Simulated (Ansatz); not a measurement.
AlCu6⁻. Charge -1, multiplicity 1. Geometry PBE-D4/def2-SVPD, basis def2-TZVPD, Ansatz.

```xyz
7

Cu   -0.730    1.034    0.824
Cu   -0.253    2.244   -1.297
Cu    1.001   -0.711    1.020
Cu   -0.208   -0.205   -1.107
Cu    1.507    1.405   -0.018
Cu    0.112   -2.470   -0.401
Al   -1.428   -1.298    0.980
```

```tsv
run	HOMO (eV)	LUMO (eV)
A	-0.14	0.52
B	-0.10	0.43
C	-0.29	0.23
D	-0.51	1.13
E	-0.32	0.78
```

No other spin state of charge -1 was run. Another isomer (singlet) lies 0.33 eV lower at PBE0-D4/def2-TZVPD; other spin states weren't run for this one.

Problem. The runs used LDA (SPW92), PBE, PBE0, r2SCAN, r2SCANh. Estimate which is which.

Solution. A r2SCAN (0 % exact exchange); B PBE (0 % exact exchange); C LDA (SPW92) (0 % exact exchange); D PBE0 (25 % exact exchange); E r2SCANh (10 % exact exchange). Exact exchange lowers occupied and raises empty levels; among semilocal functionals meta-GGAs tend to open the gap a little, and such runs are hard to tell apart. The gap grows from 0.52 eV (LDA (SPW92)) to 1.64 eV (PBE0). The restricted singlet is unstable towards broken spin symmetry in Hartree–Fock (as tested in another run); at r2SCAN-D4/def2-TZVPD, PBE-D4/def2-TZVPD, LDA (SPW92)/def2-TZVPD, PBE0-D4/def2-TZVPD and others this wasn't settled.
